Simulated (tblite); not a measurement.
Compound: C₅H₉ClOSi.
Bonds: O1–C2 (double), C2–C3 (double), C3–C4, C4–Cl5, C3–C6, C6–C7, C7–Si8. Hydrogens: H9, H10 on C4; H11, H12 on C6; H13, H14 on C7; H15, H16, H17 on Si8.

Computed with GFN2-xTB (tblite), gas phase: L-BFGS steps from a force-field or distance-geometry start until the largest atomic force falls under 0.01 eV/Å.

Step 19: E = -696.6374 eV
```
atom  x, y, z in Å  |  force x, y, z in eV/Å
O1     -2.2086   -2.6355    0.8508   -0.001   0.004   0.007
C2     -1.8402   -1.5497    0.6494   -0.001  -0.002   0.016
C3     -1.3765   -0.3625    0.3979    0.005  -0.011   0.011
C4     -2.2564    0.7442   -0.0683    0.024  -0.028  -0.031
Cl5    -2.6880    1.8451    1.3031   -0.007   0.007   0.018
C6      0.0979   -0.0639    0.6213   -0.004   0.005  -0.019
C7      0.8924   -0.2028   -0.6747    0.032  -0.005  -0.023
Si8     2.7456    0.1883   -0.4646    0.041   0.007   0.002
H9     -1.7432    1.3726   -0.7937    0.009   0.012  -0.010
H10    -3.1977    0.3807   -0.4762   -0.006   0.009   0.015
H11     0.1746    0.9556    1.0032    0.001  -0.008   0.012
H12     0.5041   -0.7393    1.3766   -0.024   0.006  -0.025
H13     0.7820   -1.2210   -1.0516   -0.011  -0.029   0.016
H14     0.4614    0.4482   -1.4375    0.000   0.030   0.013
H15     3.3990    0.0034   -1.7605   -0.002   0.008  -0.001
H16     2.9167    1.5684   -0.0082   -0.033   0.009  -0.007
H17     3.3296   -0.7198    0.5232   -0.023  -0.016   0.005
```

Step 20: E = -696.6377 eV
```
atom  x, y, z in Å  |  force x, y, z in eV/Å
O1     -2.2046   -2.6353    0.8564   -0.007  -0.015   0.013
C2     -1.8394   -1.5491    0.6525   -0.010   0.005   0.007
C3     -1.3778   -0.3624    0.3959    0.008  -0.015   0.016
C4     -2.2567    0.7445   -0.0692    0.019  -0.013  -0.018
Cl5    -2.6867    1.8455    1.3036   -0.006   0.006   0.017
C6      0.0966   -0.0655    0.6192    0.030   0.005  -0.028
C7      0.8921   -0.2037   -0.6771    0.035  -0.001  -0.018
Si8     2.7460    0.1893   -0.4640    0.017   0.000   0.001
H9     -1.7420    1.3731   -0.7929    0.010   0.019  -0.022
H10    -3.1991    0.3845   -0.4768   -0.005   0.000   0.011
H11     0.1757    0.9532    1.0035   -0.004  -0.012   0.006
H12     0.5023   -0.7428    1.3731   -0.024   0.007  -0.024
H13     0.7829   -1.2227   -1.0543   -0.012  -0.003   0.022
H14     0.4613    0.4483   -1.4398    0.007   0.015   0.022
H15     3.4006    0.0047   -1.7597   -0.003   0.010   0.006
H16     2.9147    1.5693   -0.0057   -0.033   0.004  -0.012
H17     3.3271   -0.7190    0.5254   -0.021  -0.013   0.001
```

Step 21: E = -696.6380 eV
```
atom  x, y, z in Å  |  force x, y, z in eV/Å
O1     -2.2011   -2.6354    0.8616   -0.010  -0.023   0.018
C2     -1.8389   -1.5487    0.6555   -0.014   0.007  -0.001
C3     -1.3787   -0.3626    0.3944    0.009  -0.013   0.010
C4     -2.2565    0.7446   -0.0704    0.009   0.006  -0.001
Cl5    -2.6856    1.8460    1.3043   -0.002   0.000   0.009
C6      0.0959   -0.0667    0.6168    0.046   0.003  -0.027
C7      0.8926   -0.2045   -0.6795    0.026   0.004  -0.007
Si8     2.7466    0.1903   -0.4635   -0.008  -0.006   0.000
H9     -1.7408    1.3739   -0.7926    0.008   0.017  -0.025
H10    -3.2005    0.3878   -0.4771    0.001  -0.007   0.007
H11     0.1765    0.9509    1.0038   -0.006  -0.012  -0.002
H12     0.5003   -0.7458    1.3695   -0.016   0.003  -0.019
H13     0.7835   -1.2242   -1.0563   -0.009   0.019   0.022
H14     0.4613    0.4488   -1.4413    0.014   0.001   0.024
H15     3.4019    0.0061   -1.7589    0.000   0.011   0.008
H16     2.9122    1.5703   -0.0036   -0.031   0.001  -0.014
H17     3.3245   -0.7187    0.5274   -0.017  -0.012  -0.002
```

**Question.** Estimate the geometry and energy of step 22. (The exact step hangs on the optimiser's Hessian estimate; all steps are aligned on step 21, rigid shifts and turns removed.)

**Answer.** E = -696.6382 eV, largest force 0.041 eV/Å
```
atom  x, y, z in Å  |  force x, y, z in eV/Å
O1     -2.1984   -2.6357    0.8664   -0.011  -0.017   0.019
C2     -1.8389   -1.5485    0.6581   -0.012   0.004  -0.006
C3     -1.3792   -0.3628    0.3933    0.007  -0.007  -0.002
C4     -2.2561    0.7448   -0.0715    0.003   0.020   0.013
Cl5    -2.6848    1.8464    1.3051    0.004  -0.008  -0.002
C6      0.0960   -0.0677    0.6143    0.038  -0.001  -0.015
C7      0.8935   -0.2051   -0.6817    0.009   0.007   0.006
Si8     2.7471    0.1910   -0.4630   -0.021  -0.009   0.001
H9     -1.7396    1.3749   -0.7928    0.002   0.010  -0.020
H10    -3.2017    0.3906   -0.4771    0.011  -0.010   0.004
H11     0.1771    0.9487    1.0041   -0.004  -0.008  -0.009
H12     0.4983   -0.7483    1.3661   -0.002  -0.005  -0.009
H13     0.7838   -1.2252   -1.0576   -0.005   0.029   0.015
H14     0.4617    0.4493   -1.4423    0.019  -0.006   0.016
H15     3.4030    0.0074   -1.7580    0.004   0.012   0.007
H16     2.9094    1.5711   -0.0022   -0.028   0.000  -0.015
H17     3.3218   -0.7186    0.5291   -0.013  -0.011  -0.002
```

The energy changes by -0.0003 eV. The first-order estimate −F·Δx gives -0.0003 eV and the mean of the old and new forces, exact on a quadratic surface, -0.0002 eV. The step makes an angle of 73° with the force vector and moves no atom by more than 0.006 Å.

What follows is the cost of the whole relaxation. Time: 0.55 s of wall time. Hardware: one thread of an Arm Neoverse V1, on a shared host.
